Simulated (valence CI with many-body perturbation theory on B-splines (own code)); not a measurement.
**Pt⁶³⁺: electric-dipole lines**

Level of theory: valence CI with perturbative core correlation (CI+MBPT): five valence electrons over a frozen Dirac-Fock core [Ne], a basis of 11 s, 11 p, 10 d, 8 f, 5 g, 2 h functions for each j, with the one-electron correlation potential Σ1, the two-electron term Σ2, the three-electron term Σ3, Breit, model QED; selected CI, second order for the rest, scaled by the run's own slope (own B-spline code, finite nucleus).

The last digits are not significant, and no measured levels were compared; by estimate large intervals hold to a few tenths of a per cent, small ones and those within an open d or f shell to about a per cent. Among the levels kept, up to 3100 cm⁻¹ of a level comes from second order outside the variational space, and about a tenth of that is noise between levels of different J, which matters for small intervals.

Lines 101 to 150 of 581 in falling wavelength, among levels below 1627.8 eV, chosen from the strongest by gf and those to the six lowest levels. Wavelengths and rates use the calculated energies. Electric multipoles are in the length gauge, E1 and E2 with the static RPA response of the core. Weak lines are less certain than strong ones. Lines between different terms over intervals too small for the method are left out, as are lines whose strength nearly cancels. Where a level lies close to another of its J and parity, the split of strength between their lines is uncertain. The highest levels of a list are the least certain.

Levels are named by their leading jj configuration (3d3/2^4 stands for four electrons in 3d with j = 3/2), which in mixed levels can hold well under half, so a name can repeat and another be missing. Letters in brackets count levels of one name in rising energy.

```
λ vac (Å)                               Upper                               Lower   A (s⁻¹)  S (a.u.) with core polarisation  S without
    38.39          (3s^2 3p3/2 3d5/2^2) J=5/2          (3s^2 3p3/2^2 3d5/2) J=3/2  1.09e+11                         1.83e-02   1.86e-02
    38.11  (3s 3p1/2^2 3d3/2 3d5/2) J=7/2 [b]          (3s^2 3p1/2 3d3/2^2) J=5/2  4.18e+10                         9.14e-03   9.24e-03
    37.36  (3s^2 3p1/2 3p3/2 3d5/2) J=3/2 [a]          (3s^2 3p1/2 3p3/2^2) J=1/2  2.48e+09                         2.55e-04   2.58e-04
    37.07  (3s^2 3p1/2 3p3/2 3d5/2) J=7/2 [a]          (3s^2 3p1/2 3p3/2^2) J=5/2  1.31e+09                         2.63e-04   2.66e-04
    36.57          (3s^2 3p3/2 3d5/2^2) J=7/2      (3s^2 3p3/2^2 3d5/2) J=5/2 [a]  5.79e+10                         1.12e-02   1.13e-02
    36.54          (3s 3p1/2^2 3d5/2^2) J=5/2  (3s 3p1/2^2 3p3/2 3d5/2) J=3/2 [b]  7.94e+10                         1.15e-02   1.16e-02
    36.22          (3s 3p1/2^2 3d5/2^2) J=9/2  (3s 3p1/2^2 3p3/2 3d5/2) J=7/2 [b]  8.16e+10                         1.91e-02   1.94e-02
    35.91  (3s 3p1/2^2 3p3/2 3d5/2) J=3/2 [a]          (3s 3p1/2^2 3p3/2^2) J=3/2  9.10e+10                         8.32e-03   8.41e-03
    35.88          (3s^2 3p1/2 3d5/2^2) J=3/2      (3s^2 3p1/2 3p3/2 3d5/2) J=1/2  1.73e+11                         1.58e-02   1.60e-02
    35.64          (3s 3p1/2^2 3d5/2^2) J=7/2  (3s 3p1/2^2 3p3/2 3d5/2) J=5/2 [b]  3.74e+11                         6.68e-02   6.76e-02
    35.59  (3s^2 3p1/2 3p3/2 3d5/2) J=3/2 [a]          (3s^2 3p1/2 3p3/2^2) J=5/2  2.77e+10                         2.47e-03   2.50e-03
    35.41          (3s^2 3p1/2 3d5/2^2) J=9/2  (3s^2 3p1/2 3p3/2 3d5/2) J=7/2 [b]  4.40e+11                         9.66e-02   9.77e-02
    35.41          (3s^2 3p1/2 3d5/2^2) J=7/2  (3s^2 3p1/2 3p3/2 3d5/2) J=5/2 [b]  5.20e+11                         9.11e-02   9.22e-02
    35.36          (3s^2 3p1/2 3d5/2^2) J=5/2  (3s^2 3p1/2 3p3/2 3d5/2) J=3/2 [b]  1.79e+11                         2.34e-02   2.37e-02
    35.24  (3s 3p1/2^2 3d3/2 3d5/2) J=3/2 [b]  (3s 3p1/2^2 3p3/2 3d3/2) J=1/2 [b]  8.78e+10                         7.58e-03   7.67e-03
    35.22  (3s^2 3p1/2 3p3/2 3d5/2) J=5/2 [a]          (3s^2 3p1/2 3p3/2^2) J=5/2  1.32e+11                         1.71e-02   1.73e-02
    35.21          (3s 3p1/2^2 3d5/2^2) J=3/2  (3s 3p1/2^2 3p3/2 3d5/2) J=3/2 [b]  1.30e+11                         1.12e-02   1.14e-02
    35.13  (3s 3p1/2 3p3/2^2 3d5/2) J=7/2 [b]            (3s 3p1/2 3p3/2^3) J=5/2  4.45e+10                         7.62e-03   7.70e-03
    35.01  (3s^2 3p3/2 3d3/2 3d5/2) J=3/2 [a]          (3s^2 3p3/2^2 3d3/2) J=1/2  8.79e+10                         7.45e-03   7.54e-03
    35.01  (3s^2 3p1/2 3d3/2 3d5/2) J=7/2 [a]      (3s^2 3p1/2 3p3/2 3d3/2) J=7/2  7.19e+10                         1.22e-02   1.23e-02
    34.98          (3s 3p1/2^2 3d5/2^2) J=3/2  (3s 3p1/2^2 3p3/2 3d5/2) J=5/2 [b]  8.05e+10                         6.80e-03   6.88e-03
    34.87  (3s^2 3p3/2 3d3/2 3d5/2) J=5/2 [b]      (3s^2 3p3/2^2 3d3/2) J=3/2 [a]  9.75e+10                         1.22e-02   1.24e-02
    34.81  (3s^2 3p3/2 3d3/2 3d5/2) J=3/2 [a]      (3s^2 3p3/2^2 3d3/2) J=3/2 [a]  8.72e+10                         7.26e-03   7.35e-03
    34.77  (3s 3p1/2^2 3d3/2 3d5/2) J=7/2 [b]  (3s 3p1/2^2 3p3/2 3d3/2) J=5/2 [b]  2.29e+11                         3.80e-02   3.84e-02
    34.56      (3s 3p1/2^2 3d3/2 3d5/2) J=1/2  (3s 3p1/2^2 3p3/2 3d3/2) J=1/2 [b]  2.42e+11                         9.88e-03   1.00e-02
    34.53  (3s^2 3p1/2 3d3/2 3d5/2) J=5/2 [b]  (3s^2 3p1/2 3p3/2 3d3/2) J=3/2 [b]  2.86e+11                         3.49e-02   3.53e-02
    34.51          (3s 3p1/2^2 3d5/2^2) J=3/2      (3s 3p1/2^2 3p3/2 3d5/2) J=1/2  1.68e+11                         1.36e-02   1.38e-02
    34.50         (3s^2 3p3/2 3d5/2^2) J=11/2          (3s^2 3p3/2^2 3d5/2) J=9/2  2.81e+11                         6.83e-02   6.92e-02
    34.45          (3s^2 3p1/2 3d5/2^2) J=5/2  (3s^2 3p1/2 3p3/2 3d5/2) J=7/2 [b]  1.08e+11                         1.31e-02   1.32e-02
    34.42          (3s 3p1/2^2 3d5/2^2) J=9/2  (3s 3p1/2^2 3p3/2 3d5/2) J=7/2 [a]  3.13e+11                         6.30e-02   6.37e-02
    34.40  (3s 3p1/2 3p3/2^2 3d5/2) J=3/2 [c]            (3s 3p1/2 3p3/2^3) J=1/2  8.13e+10                         6.54e-03   6.61e-03
    34.38  (3s^2 3p3/2 3d3/2 3d5/2) J=5/2 [b]          (3s^2 3p3/2^2 3d3/2) J=5/2  1.06e+11                         1.27e-02   1.29e-02
    34.38  (3s 3p1/2^2 3d3/2 3d5/2) J=5/2 [b]  (3s 3p1/2^2 3p3/2 3d3/2) J=3/2 [b]  1.58e+11                         1.90e-02   1.92e-02
    34.36  (3s^2 3p1/2 3p3/2 3d5/2) J=3/2 [a]          (3s^2 3p1/2 3p3/2^2) J=3/2  2.13e+11                         1.71e-02   1.73e-02
    34.31          (3s^2 3p3/2 3d3/2^2) J=5/2        (3s 3p1/2 3p3/2^3) J=3/2 [a]  4.96e+10                         5.93e-03   6.00e-03
    34.21  (3s 3p1/2 3p3/2^2 3d5/2) J=3/2 [b]            (3s 3p1/2 3p3/2^3) J=5/2  1.72e+11                         1.36e-02   1.38e-02
    34.20  (3s^2 3p3/2 3d3/2 3d5/2) J=5/2 [b]          (3s^2 3p3/2^2 3d3/2) J=7/2  5.62e+10                         6.66e-03   6.74e-03
    34.19  (3s^2 3p3/2 3d3/2 3d5/2) J=7/2 [b]          (3s^2 3p3/2^2 3d3/2) J=7/2  2.34e+11                         3.70e-02   3.74e-02
    34.17          (3s 3p1/2^2 3d5/2^2) J=7/2  (3s 3p1/2^2 3p3/2 3d5/2) J=7/2 [b]  1.55e+11                         2.45e-02   2.48e-02
    34.05          (3s^2 3p1/2^2 3d5/2) J=5/2          (3s^2 3p1/2^2 3p3/2) J=3/2  3.17e+11                         3.71e-02   3.75e-02
    34.05  (3s 3p1/2^2 3p3/2 3d5/2) J=5/2 [a]          (3s 3p1/2^2 3p3/2^2) J=5/2  2.29e+11                         2.68e-02   2.71e-02
    34.01  (3s^2 3p1/2 3p3/2 3d5/2) J=5/2 [a]          (3s^2 3p1/2 3p3/2^2) J=3/2  7.79e+10                         9.08e-03   9.19e-03
    33.87      (3s 3p1/2^2 3p3/2 3d5/2) J=1/2          (3s 3p1/2^2 3p3/2^2) J=1/2  3.74e+11                         1.43e-02   1.45e-02
    33.82  (3s 3p1/2 3p3/2^2 3d5/2) J=1/2 [c]        (3s 3p1/2 3p3/2^3) J=3/2 [b]  1.90e+11                         7.26e-03   7.35e-03
    33.76  (3s^2 3p1/2 3d3/2 3d5/2) J=7/2 [a]  (3s^2 3p1/2 3p3/2 3d3/2) J=5/2 [a]  2.81e+11                         4.27e-02   4.32e-02
    33.75  (3s^2 3p1/2 3p3/2 3d5/2) J=3/2 [b]          (3s^2 3p1/2 3p3/2^2) J=1/2  3.41e+11                         2.59e-02   2.62e-02
    33.75  (3s 3p1/2 3p3/2^2 3d5/2) J=5/2 [c]            (3s 3p1/2 3p3/2^3) J=5/2  6.44e+10                         7.33e-03   7.41e-03
    33.74  (3s^2 3p1/2 3d3/2 3d5/2) J=5/2 [a]  (3s^2 3p1/2 3p3/2 3d3/2) J=3/2 [a]  2.15e+11                         2.44e-02   2.47e-02
    33.69  (3s^2 3p3/2 3d3/2 3d5/2) J=3/2 [b]      (3s^2 3p3/2^2 3d3/2) J=3/2 [b]  4.09e+11                         3.09e-02   3.12e-02
    33.66  (3s 3p1/2^2 3d3/2 3d5/2) J=3/2 [b]  (3s 3p1/2^2 3p3/2 3d3/2) J=3/2 [b]  1.77e+11                         1.33e-02   1.35e-02
```
